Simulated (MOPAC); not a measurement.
Input for MOPAC: AM1 on GaH3O2 (SMILES [OH][GaH][OH]), a point of a torsion scan.

```
AM1 1SCF PRECISE CHARGE=0 THREADS=1
GaH3O2

O     -1.52313363 1    -0.29569048 1     0.23195111 1
Ga    -0.00209937 1     0.14844871 1     0.86190613 1
O      0.04495727 1     1.75212977 1     1.49043152 1
H     -1.97082286 1    -0.58184321 1    -0.55654589 1
H      1.13697361 1    -0.84439242 1     0.92238405 1
H      0.71390533 1     2.23853826 1     1.96430839 1
```

Output:

```
*******************************************************************************
 **                                                                           **
 **                              MOPAC v23.2.5                                **
 **                                                                           **
 *******************************************************************************
 ** MOPAC's Digital Object Identifier: https://doi.org/10.5281/zenodo.6511958 **
 **                                                                           **
 ** Please cite the open-source release paper for use of this MOPAC version:  **
 ** J. E. Moussa and J. J. P. Stewart (2026)                                  **
 ** MOPAC: An open-source semiempirical molecular orbital program             **
 ** J. Open Source Softw., 11(119), 8025, https://doi.org/10.21105/joss.08025 **
 *******************************************************************************

                              AM1 CALCULATION RESULTS

 *******************************************************************************
 *  AM1        - The AM1 Hamiltonian to be used
 *
 *
 *
 *                 CHARGE ON SYSTEM = 0
 *
 *
 *
 *  PRECISE    - TIGHTER CRITERIA TO BE USED
 *  1SCF       - DO 1 SCF AND THEN STOP
 *  THREADS=1  - MULTI-THREADING NOT USED
 *  T=         - A TIME OF 172800.0 SECONDS REQUESTED
 *  DUMP=N     - RESTART FILE WRITTEN EVERY 7200.0 SECONDS REQUESTED
 *******************************************************************************
AM1 1SCF PRECISE CHARGE=0 THREADS=1
 GaH3O2

   ATOM   CHEMICAL          X               Y               Z
  NUMBER   SYMBOL      (ANGSTROMS)     (ANGSTROMS)     (ANGSTROMS)

     1       O         -1.52313363  *  -0.29569048  *   0.23195111  *
     2      Ga         -0.00209937  *   0.14844871  *   0.86190613  *
     3       O          0.04495727  *   1.75212977  *   1.49043152  *
     4       H         -1.97082286  *  -0.58184321  *  -0.55654589  *
     5       H          1.13697361  *  -0.84439242  *   0.92238405  *
     6       H          0.71390533  *   2.23853826  *   1.96430839  *



          CARTESIAN COORDINATES

    NO.       ATOM           X           Y           Z

     1         O         -1.5231     -0.2957      0.2320
     2        Ga         -0.0021      0.1484      0.8619
     3         O          0.0450      1.7521      1.4904
     4         H         -1.9708     -0.5818     -0.5565
     5         H          1.1370     -0.8444      0.9224
     6         H          0.7139      2.2385      1.9643

  H: (AM1): M.J.S. DEWAR ET AL, J. AM. CHEM. SOC. 107 3902-3909 (1985)
  O: (AM1): M.J.S. DEWAR ET AL, J. AM. CHEM. SOC. 107 3902-3909 (1985)
 Ga: (AM1): J. J. P. STEWART, J. MOL. MOD., 10, 155-164 (2004)

           Empirical Formula: H3 O2 Ga  =     6 atoms



      MOLECULAR POINT GROUP   :   C1


      RHF CALCULATION, NO. OF DOUBLY OCCUPIED LEVELS = 9


 -------------------------------------------------------------------------------
 AM1 1SCF PRECISE CHARGE=0 THREADS=1
 GaH3O2



     1SCF WAS SPECIFIED, SO BFGS WAS NOT USED
     SCF FIELD WAS ACHIEVED


                              AM1 CALCULATION
                                                       MOPAC v23.2.5 Linux




          FINAL HEAT OF FORMATION =        -17.44233 KCAL/MOL =     -72.97869 KJ/MOL


          COSMO AREA              =         88.51 SQUARE ANGSTROMS
          COSMO VOLUME            =         69.00 CUBIC ANGSTROMS

          IONIZATION POTENTIAL    =         10.849076 EV
          HOMO LUMO ENERGIES (EV) =        -10.849 -1.628
          NO. OF FILLED LEVELS    =          9
          MOLECULAR WEIGHT        =        104.7575         POINT GROUP:  C1

          MOLECULAR DIMENSIONS (Angstroms)

            Atom       Atom       Distance
            H     6    H     4     4.63864
            H     5    O     3     2.58477
            O     1    H     4     0.37431


          SCF CALCULATIONS        =          1





   ATOM   CHEMICAL          X               Y               Z
  NUMBER   SYMBOL      (ANGSTROMS)     (ANGSTROMS)     (ANGSTROMS)

     1       O         -1.52313363  *  -0.29569048  *   0.23195111  *
     2      Ga         -0.00209937  *   0.14844871  *   0.86190613  *
     3       O          0.04495727  *   1.75212977  *   1.49043152  *
     4       H         -1.97082286  *  -0.58184321  *  -0.55654589  *
     5       H          1.13697361  *  -0.84439242  *   0.92238405  *
     6       H          0.71390533  *   2.23853826  *   1.96430839  *

                             CARTESIAN COORDINATES

   1    O       -1.523133630    -0.295690480     0.231951110
   2   Ga       -0.002099370     0.148448710     0.861906130
   3    O        0.044957270     1.752129770     1.490431520
   4    H       -1.970822860    -0.581843210    -0.556545890
   5    H        1.136973610    -0.844392420     0.922384050
   6    H        0.713905330     2.238538260     1.964308390


           Empirical Formula: H3 O2 Ga  =     6 atoms



      MOLECULAR POINT GROUP   :   C1


                  EIGENVALUES
 -35.96667 -34.62447 -17.80076 -16.89948 -13.82593 -13.51866 -12.93907 -11.45164
 -10.84908  -1.62751  -0.07614   0.01410   0.51095   5.87710   6.24182


              NET ATOMIC CHARGES AND DIPOLE CONTRIBUTIONS

  ATOM NO.   TYPE          CHARGE      No. of ELECS.   s-Pop       p-Pop
    1          O          -0.566059        6.5661     1.81275     4.75331
    2         Ga           0.707612        2.2924     0.26309     2.02930
    3          O          -0.513797        6.5138     1.83930     4.67450
    4          H           0.252879        0.7471     0.74712
    5          H          -0.105601        1.1056     1.10560
    6          H           0.224965        0.7750     0.77503
 DIPOLE           X         Y         Z       TOTAL
 POINT-CHG.     1.824    -0.875    -0.401     2.062
 HYBRID         0.247    -0.031    -0.173     0.303
 SUM            2.071    -0.906    -0.573     2.332


          ATOMIC ORBITAL ELECTRON POPULATIONS

     Atom    s        px        py        pz
    1  O   1.81275   1.59371   1.78759   1.37201
    2 Ga   0.26309   0.71067   0.67478   0.64385
    3  O   1.83930   1.52480   1.59296   1.55673
    4  H   0.74712
    5  H   1.10560
    6  H   0.77503

 **********************
 *                    *
 * JOB ENDED NORMALLY *
 *                    *
 **********************




 == MOPAC DONE ==
```

The run finished.

Cost: very roughly 0.020 core-seconds.
